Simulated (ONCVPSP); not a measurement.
# Configuration tests for silver (ONCV)

ONCVPSP 4.0.1 input, shortened (lines: element, Z, core and valence counts, functional; n l f; lmax; l rc ep ncon nbas qcut; lloc lpopt rc5 dvloc0; l nproj debl; icmod fcfact rcfact), PBEsol, scalar-relativistic:

```
  Ag 47.00    6    3  -116133      upf
    1    0    2.00
    2    0    2.00
    2    1    6.00
    3    0    2.00
    3    1    6.00
    3    2   10.00
    4    0    2.00
    4    1    6.00
    4    2   10.00
    2
    0    1.40    0.00    4    9    8.00
    1    1.50    0.00    4    7   11.00
    2    1.20    0.00    4    9    8.30
    4    5    1.05    3.00
    0    2    0.80
    1    3    2.40
    2    2    2.50
    3    2.50    1.65
```

In the s channel the program set the typed energies aside and used -3.792, 0.250 Ha. In the p channel the program set the typed energies aside and used -2.454, 0.250, 2.650 Ha.

Energies are relative to the spin-unpolarised reference configuration 4s2 4p6 4d10; without spin polarisation the order of configurations can differ from experiment.

| valence configuration | charge | ΔE all-electron (eV) | error AE − PS (meV) |
| --- | --- | --- | --- |
| 4s2 4p6 4d8 | +3 | 58.296 | -2.1 |
| 4s2 4p5 4d10 5s1 | +1 | 57.448 | -63 |

(1) What are ΔE and the potential's error for 4s2 4p6 4d9?

(2) What are ΔE and the potential's error for 4s2 4p6 4d10 5s1?

## Answers

(1) ΔE = 22.114 eV all-electron; the error (AE − PS) is -1.2 meV.

(2) ΔE = -7.746 eV all-electron; the error (AE − PS) is +1.1 meV.
